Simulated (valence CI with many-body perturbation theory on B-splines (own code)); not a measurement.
# Energy levels of Cd³³⁺

Calculated by relativistic CI+MBPT: five valence electrons over a frozen Dirac-Fock core [Ne], a basis of 9 s, 9 p, 8 d, 6 f, 3 g, 1 h functions for each j, with the one-electron correlation potential Σ1 (screened to all orders), the two-electron term Σ2, the three-electron term Σ3, Breit, model QED; selected single and double excitations, second order for the rest (own B-spline code, finite nucleus).

The last digits are not significant, and no measured levels were compared; by estimate large intervals hold to a few tenths of a per cent, small ones and those within an open d or f shell to about a per cent. Among the levels kept, up to 600 cm⁻¹ of a level comes from second order outside the variational space, and about a tenth of that is noise between levels of different J, which matters for small intervals.

Levels 1 to 45 of 49, with energies above the lowest level, (3s^2 3p1/2^2 3p3/2) J=3/2. "Leading %" is the weight of the configuration and term that name the level; weights of strongly mixed levels are sums over their largest components and can fall short. In the jj column 3d3/2^4 stands for four electrons in 3d with j = 3/2.

| No. | Configuration | Term | J | E (cm⁻¹) | Leading % | Second component | Leading jj |
| --- | --- | --- | --- | --- | --- | --- | --- |
| 1 | 3s2 3p3 | 2P° | 3/2 | 0 | 40 | 36 % 3s2 3p3 4S° | 3s^2 3p1/2^2 3p3/2 (96 %) |
| 2 | 3s2 3p3 | 4S° | 3/2 | 312960 | 49 | 47 % 3s2 3p3 2D° | 3s^2 3p1/2 3p3/2^2 (96 %) |
| 3 | 3s2 3p3 | 2D° | 5/2 | 368660 | 98 |  | 3s^2 3p1/2 3p3/2^2 (98 %) |
| 4 | 3s2 3p3 | 2P° | 1/2 | 437720 | 98 |  | 3s^2 3p1/2 3p3/2^2 (98 %) |
| 5 | 3s2 3p3 | 2P° | 3/2 | 755930 | 56 | 28 % 3s2 3p3 2D° | 3s^2 3p3/2^3 (96 %) |
| 6 | 3s 3p4 | 4P | 5/2 | 1004100 | 67 | 15 % 3s 3p4 2D | 3s 3p1/2^2 3p3/2^2 (80 %) |
| 7 | 3s2 3p2 3d | 4F | 3/2 | 1031700 | 32 | 20 % 3s2 3p2 3d 2D | 3s^2 3p1/2^2 3d3/2 (81 %) |
| 8 | 3s 3p4 | 4P | 1/2 | 1161000 | 45 | 39 % 3s 3p4 2S | 3s 3p1/2^2 3p3/2^2 (77 %) |
| 9 | 3s 3p4 | 4P | 3/2 | 1181700 | 32 | 20 % 3s 3p4 2D | 3s 3p1/2^2 3p3/2^2 (53 %) |
| 10 | 3s2 3p2 3d | 4F | 5/2 | 1196100 | 31 | 25 % 3s2 3p2 3d 4D | 3s^2 3p1/2^2 3d5/2 (76 %) |
| 11 | 3s 3p4 | 4P | 3/2 | 1345000 | 24 | 24 % 3s 3p4 2D | 3s 3p1/2 3p3/2^3 (46 %) |
| 12 | 3s2 3p2 3d | 2F | 5/2 | 1354100 | 42 | 37 % 3s2 3p2 3d 4F | 3s^2 3p1/2 3p3/2 3d3/2 (90 %) |
| 13 | 3s2 3p2 3d | 2P | 3/2 | 1356600 | 42 | 24 % 3s2 3p2 3d 4F | 3s^2 3p1/2 3p3/2 3d3/2 (58 %) |
| 14 | 3s2 3p2 3d | 4D | 1/2 | 1361000 | 69 | 18 % 3s2 3p2 3d 2P | 3s^2 3p1/2 3p3/2 3d3/2 (92 %) |
| 15 | 3s2 3p2 3d | 4F | 7/2 | 1405700 | 40 | 31 % 3s2 3p2 3d 2G | 3s^2 3p1/2 3p3/2 3d3/2 (83 %) |
| 16 | 3s 3p4 | 2D | 5/2 | 1410800 | 38 | 20 % 3s2 3p2 3d 2D | 3s 3p1/2 3p3/2^3 (48 %) |
| 17 | 3s2 3p2 3d | 4D | 7/2 | 1441300 | 48 | 30 % 3s2 3p2 3d 4F | 3s^2 3p1/2 3p3/2 3d5/2 (96 %) |
| 18 | 3s2 3p2 3d | 4F | 9/2 | 1496400 | 52 | 47 % 3s2 3p2 3d 2G | 3s^2 3p1/2 3p3/2 3d5/2 (95 %) |
| 19 | 3s 3p4 | 2P | 1/2 | 1516300 | 25 | 18 % 3s2 3p2 3d 4D | 3s 3p1/2 3p3/2^3 (36 %) |
| 20 | 3s2 3p2 3d | 4P | 5/2 | 1522300 | 35 | 17 % 3s2 3p2 3d 4F | 3s^2 3p1/2 3p3/2 3d5/2 (49 %) |
| 21 | 3s2 3p2 3d | 4D | 3/2 | 1527100 | 37 | 22 % 3s 3p4 2D | 3s^2 3p1/2 3p3/2 3d5/2 (42 %) |
| 22 | 3s2 3p2 3d | 4P | 3/2 | 1568000 | 25 | 20 % 3s2 3p2 3d 2D | 3s^2 3p1/2 3p3/2 3d3/2 (66 %) |
| 23 | 3s2 3p2 3d | 4D | 5/2 | 1592300 | 37 | 18 % 3s 3p4 2D | 3s^2 3p1/2 3p3/2 3d3/2 (38 %) |
| 24 | 3s2 3p2 3d | 2G | 7/2 | 1599500 | 46 | 28 % 3s2 3p2 3d 2F | 3s^2 3p1/2 3p3/2 3d5/2 (71 %) |
| 25 | 3s2 3p2 3d | 4P | 1/2 | 1599600 | 34 | 29 % 3s2 3p2 3d 2S | 3s^2 3p1/2 3p3/2 3d3/2 (65 %) |
| 26 | 3s2 3p2 3d | 2P | 3/2 | 1653300 | 32 | 26 % 3s2 3p2 3d 2D | 3s^2 3p1/2 3p3/2 3d5/2 (66 %) |
| 27 | 3s2 3p2 3d | 2D | 5/2 | 1666400 | 51 | 16 % 3s2 3p2 3d 2F | 3s^2 3p1/2 3p3/2 3d5/2 (66 %) |
| 28 | 3s2 3p2 3d | 2D | 3/2 | 1676900 | 40 | 18 % 3s 3p4 2P | 3s^2 3p1/2 3p3/2 3d5/2 (34 %) |
| 29 | 3s2 3p2 3d | 2P | 1/2 | 1725900 | 63 | 16 % 3s 3p4 2S | 3s^2 3p1/2 3p3/2 3d5/2 (45 %) |
| 30 | 3s2 3p2 3d | 2P | 1/2 | 1820200 | 37 | 33 % 3s2 3p2 3d 2S | 3s^2 3p3/2^2 3d5/2 (55 %) |
| 31 | 3s2 3p2 3d | 2F | 7/2 | 1821200 | 48 | 40 % 3s2 3p2 3d 4D | 3s^2 3p3/2^2 3d5/2 (96 %) |
| 32 | 3s2 3p2 3d | 2G | 9/2 | 1844500 | 51 | 47 % 3s2 3p2 3d 4F | 3s^2 3p3/2^2 3d5/2 (95 %) |
| 33 | 3s2 3p2 3d | 4P | 1/2 | 1878600 | 32 | 23 % 3s2 3p2 3d 2P | 3s^2 3p3/2^2 3d3/2 (72 %) |
| 34 | 3s2 3p2 3d | 2D | 5/2 | 1883900 | 38 | 16 % 3s2 3p2 3d 2F | 3s^2 3p3/2^2 3d3/2 (68 %) |
| 35 | 3s2 3p2 3d | 2D | 3/2 | 1886300 | 33 | 23 % 3s2 3p2 3d 4P | 3s^2 3p3/2^2 3d3/2 (74 %) |
| 36 | 3s2 3p2 3d | 2F | 7/2 | 1915700 | 74 | 18 % 3s2 3p2 3d 2G | 3s^2 3p3/2^2 3d3/2 (81 %) |
| 37 | 3s2 3p2 3d | 2D | 3/2 | 1983000 | 49 | 31 % 3s2 3p2 3d 2P | 3s^2 3p3/2^2 3d3/2 (64 %) |
| 38 | 3s2 3p2 3d | 2D | 5/2 | 1983300 | 82 | 11 % 3s2 3p2 3d 4D | 3s^2 3p3/2^2 3d5/2 (95 %) |
| 39 | 3s 3p3 3d | 6D° | 5/2 | 2035900 | 44 | 18 % 3s 3p3 3d 4F° | 3s 3p1/2^2 3p3/2 3d3/2 (79 %) |
| 40 | 3s 3p3 3d | 6D° | 3/2 | 2041600 | 54 | 12 % 3s 3p3 3d 4P° | 3s 3p1/2^2 3p3/2 3d3/2 (79 %) |
| 41 | 3s 3p3 3d | 6D° | 1/2 | 2042200 | 62 | 25 % 3s 3p3 3d 4P° | 3s 3p1/2^2 3p3/2 3d3/2 (78 %) |
| 42 | 3s 3p3 3d | 6D° | 7/2 | 2053800 | 47 | 18 % 3s 3p3 3d 4D° | 3s 3p1/2^2 3p3/2 3d3/2 (57 %) |
| 43 | 3s2 3p2 3d | 2D | 3/2 | 2068400 | 58 | 28 % 3s2 3p2 3d 2P | 3s^2 3p3/2^2 3d5/2 (73 %) |
| 44 | 3s2 3p2 3d | 2D | 5/2 | 2092900 | 54 | 32 % 3s2 3p2 3d 2F | 3s^2 3p3/2^2 3d5/2 (81 %) |
| 45 | 3s 3p4 | 2P | 1/2 | 2109100 | 25 | 23 % 3s 3p4 2S | 3s 3p3/2^4 (55 %) |

The ionisation energy to 3s2 3p2 3P_0 of the next ion comes out as 2075.1 eV (NIST: 2091 ± 8 eV (semi-empirical)). All 49 levels together are meant to be complete up to 2199600 cm⁻¹.
